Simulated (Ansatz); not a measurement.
Ansatz (an electronic-structure program) input (CCSD(T)/def2-SVPD):

Ansatz 0.2 input:
```yaml
crystal:
  periodic: [false, false, false]
  atoms:
    - {symbol: Se, position_ang: [0.01199726, -0.00363999, 1.09864205]}
    - {symbol: I, position_ang: [0.95519835, -1.75199806, -0.36867602]}
    - {symbol: I, position_ang: [-0.96289470, 1.75433315, -0.33611322]}
basis:
  gaussian:
    orbitals: def2-SVPD
total_charge: 1
magnetization: {spin_polarized: true, initial_magnetization: 1}
correlation: {method: ccsd_t, electrons: outside_noble_gas}
output: {forces: true}
```

End of the output:

```
mean field evaluation 384: about -81429.0375 eV, gradient 1.5e-2 eV
mean field evaluation 416: about -81430.4917 eV, gradient 4.2e-1 eV
mean field evaluation 448: about -81430.0540 eV, gradient 2.0e0 eV
mean field evaluation 480: about -81429.9036 eV, gradient 2.2e-2 eV
mean field evaluation 512: about -81428.9899 eV, gradient 8.7e-1 eV
mean field evaluation 544: about -81429.3241 eV, gradient 4.1e-2 eV
mean field evaluation 576: about -81428.1361 eV, gradient 2.9e0 eV
mean field evaluation 608: about -81428.4019 eV, gradient 3.7e0 eV
mean field -81432.04476211 eV, -2992.5724483851 hartree, gradient 3.5e-6 eV, S^2 0.772025; 13 other end points of the search recorded, 0 dependent functions left out
determinant -81432.04476211 eV, -2992.5724483851 hartree, with singles and doubles -81441.37434750 eV, -2992.9153043243 hartree
determinant -81430.57724318 eV, -2992.5185180593 hartree, with singles and doubles -81439.90626936 eV, -2992.8613534479 hartree
determinant -81430.37767022 eV, -2992.5111838882 hartree, with singles and doubles -81439.67502837 eV, -2992.8528554982 hartree
determinant -81429.90360562 eV, -2992.4937623355 hartree, with singles and doubles -81439.56669035 eV, -2992.8488741495 hartree
determinant -81429.32422993 eV, -2992.4724706716 hartree, with singles and doubles -81438.32410245 eV, -2992.8032098865 hartree
determinant -81429.03755923 eV, -2992.4619357175 hartree, with singles and doubles -81438.34558195 eV, -2992.8039992433 hartree
determinant -81429.02563352 eV, -2992.4614974558 hartree, with singles and doubles -81438.94189031 eV, -2992.8259131714 hartree
determinant -81428.85865600 eV, -2992.4553611451 hartree, with singles and doubles -81438.98240907 eV, -2992.8274022084 hartree
determinant -81428.74604027 eV, -2992.4512225936 hartree, with singles and doubles -81438.28900380 eV, -2992.8019200348 hartree
determinant -81428.60789636 eV, -2992.4461458983 hartree, with singles and doubles -81437.96731118 eV, -2992.7900980491 hartree
32 core orbitals not correlated
reference -81432.04476211 eV, -2992.5724483851 hartree; 10, 9 occupied and 69, 70 virtual orbitals, 1275 factors
densities: 0.95 GiB planned
second order -8.44677792 eV of doubles, -0.00000000 eV of singles
coupled cluster: 0.63 GiB planned
cycle   1  -9.33151719 eV  change   -2.4e-1 eV  update   2.0e-2
cycle   2  -9.34731297 eV  change   -1.6e-2 eV  update   5.5e-3
cycle   3  -9.34826139 eV  change   -9.5e-4 eV  update   2.4e-3
cycle   4  -9.34990511 eV  change   -1.6e-3 eV  update   1.2e-3
cycle   5  -9.35070921 eV  change   -8.0e-4 eV  update   7.0e-4
cycle   6  -9.35146741 eV  change   -7.6e-4 eV  update   3.1e-4
cycle   7  -9.35162164 eV  change   -1.5e-4 eV  update   9.1e-5
cycle   8  -9.35162890 eV  change   -7.3e-6 eV  update   2.7e-5
cycle   9  -9.35163443 eV  change   -5.5e-6 eV  update   1.0e-5
cycle  10  -9.35163657 eV  change   -2.1e-6 eV  update   4.7e-6
cycle  11  -9.35163805 eV  change   -1.5e-6 eV  update   2.3e-6
cycle  12  -9.35163834 eV  change   -2.9e-7 eV  update   1.1e-6
cycle  13  -9.35163836 eV  change   -1.9e-8 eV  update   5.3e-7
coupled cluster: 0.63 GiB planned
perturbative correction -0.41642341 eV, -0.0153032780 hartree
the calculation of the forces begins
Total energy: -81441.81282388 eV, -2992.9314180341 hartree
Atom 0 at     0.011997    -0.003640     1.098642 Å, force     0.006407    -0.001944     0.586687 eV/Å
Atom 1 at     0.955198    -1.751998    -0.368676 Å, force     0.177427    -0.329226    -0.296410 eV/Å
Atom 2 at    -0.962895     1.754333    -0.336113 Å, force    -0.183834     0.331170    -0.290277 eV/Å
Dipole moment:     0.000658    -0.000199     0.060210 e Å
```
